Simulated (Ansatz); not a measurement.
Two-coordinate energy map

YCl3 (SMILES [Cl][Y]([Cl])[Cl]), singlet, PBE0-D4/def2-TZVP minimum:

```
atom    x (Å)    y (Å)    z (Å)
 Cl1  -1.7448  -0.6743   1.5433
  Y2   0.0137  -0.0151  -0.0049
 Cl3   2.2813  -0.8435   0.3041
 Cl4  -0.4948   1.4726  -1.8629
```

Rows set the bond length Y2–Cl3 (Å; 2.434 at the minimum), columns the angle Cl1–Y2–Cl4 (°; 120.0), set in this order; the parts move rigidly, in a bend the first-named atom's side turns in the plane, and in a torsion the whole end group turns. CCSD(T) energies count from the value at that structure, in kJ/mol. Computed with Ansatz 0.2.0 (basis: def2-TZVPP); correlated methods freeze the cores. Core potentials replace the inner electrons of the atoms past krypton.

```
Y2–Cl3 \ Cl1–Y2–Cl4   90.0  105.0  120.0  135.0  150.0
              2.142  139.2  104.6   89.3   92.1      ?
              2.351   47.5      ?    7.1   14.6      ?
              2.656   50.4   24.4   18.6   29.8   58.8
              3.013  124.1  100.6   97.4  110.4      ?
              3.407  219.2  197.2  195.2  208.6  235.2
```

Question: Fill in the withheld cells. (To be estimated.)

Answer: Computed: (2.142, 150.0): 118.0; (2.351, 105.0): 17.4; (2.351, 150.0): 42.8; (3.013, 150.0): 138.7 kJ/mol. These count from the CCSD(T) energy at the PBE0-D4 minimum.

The same grid for a cheaper method: HF − CCSD(T), both counted from the minimum, in kJ/mol:
| Y2–Cl3 \ Cl1–Y2–Cl4 | 90.0 | 105.0 | 120.0 | 135.0 | 150.0 |
| --- | --- | --- | --- | --- | --- |
| 2.142 | 18.3 | 14.5 | 13.7 | 15.2 | 19.8 |
| 2.351 | 7.9 | 4.0 | 3.1 | 4.3 | 8.4 |
| 2.656 | -0.6 | -4.6 | -6.0 | -5.4 | -2.0 |
| 3.013 | -4.8 | -9.1 | -10.9 | -10.8 | -8.2 |
| 3.407 | -6.6 | -11.2 | -13.3 | -13.7 | -11.8 |

No T1 diagnostic of these runs exceeds 0.015.

For scale, one of the runs: CCSD(T)/def2-TZVPP, 182 basis functions (an equivalent command: `ansatz run in.yaml --threads 4`). The run took 37 s on 4 CPU threads (shared host), with 1.8 GiB of host memory at its peak.
